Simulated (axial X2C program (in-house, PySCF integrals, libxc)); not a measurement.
Spin–orbit effects down a group: molecules with H (ions), PBE0

All values come from calculations with an in-house relativistic program for diatomic molecules, spin-free (one-electron X2C) or two-component (2c: spin–orbit coupling with atomic mean-field Coulomb and Gaunt terms, which also bring small scalar terms), in Dyall basis sets with cores contracted in-house; open shells are unrestricted.

Basis sets: Cs dyall-cv3z, H dyall-v3z, K dyall-cv3z, Li dyall-cv3z, Na dyall-cv3z, Rb dyall-cv3z.

```
molecule   spin-free state  Re (Å)  ωe (cm⁻¹)  De (eV)  2c state  Re 2c (Å)  ωe 2c (cm⁻¹)  De 2c (eV)
    LiH⁺  M_S = 1/2, Λ = 0   2.213      440.0     0.16   Ω = 1/2      2.213         440.0        0.16
    NaH⁺  M_S = 1/2, Λ = 0   2.592      321.3     0.09   Ω = 1/2      2.592         321.3        0.09
     KH⁺  M_S = 1/2, Λ = 0   3.087      218.7     0.05   Ω = 1/2      3.087         218.7        0.05
    RbH⁺  M_S = 1/2, Λ = 0   3.277      191.2     0.04   Ω = 1/2      3.277         191.2        0.04
    CsH⁺  M_S = 1/2, Λ = 0   3.506      163.9     0.03   Ω = 1/2      3.505         164.1        0.03
```

(1) Work out the shifts from the spin-free to the two-component result.

Fragments in 2c: Li+ + H, Na+ + H, K+ + H, Rb+ + H, Cs+ + H. Each entry is the lowest single determinant of a limited PBE0 search at one distance. De goes to single-determinant-based atoms at the same level (for ions the charge split of lowest energy) and is withheld (n/a) where an atom does not fit its ground term or J level. Main or longest-lived isotopes.

## Answers

(1) 

| molecule | 2c state | ΔRe (Å) | Δωe (cm⁻¹) | ΔDe (eV) |
| --- | --- | --- | --- | --- |
| LiH⁺ | Ω = 1/2 | 0.000 | 0.0 | 0.00 |
| NaH⁺ | Ω = 1/2 | 0.000 | 0.0 | 0.00 |
| KH⁺ | Ω = 1/2 | 0.000 | 0.0 | 0.00 |
| RbH⁺ | Ω = 1/2 | 0.000 | 0.0 | 0.00 |
| CsH⁺ | Ω = 1/2 | -0.001 | 0.2 | 0.00 |

Shifts of one unit in the last digit are rounding.
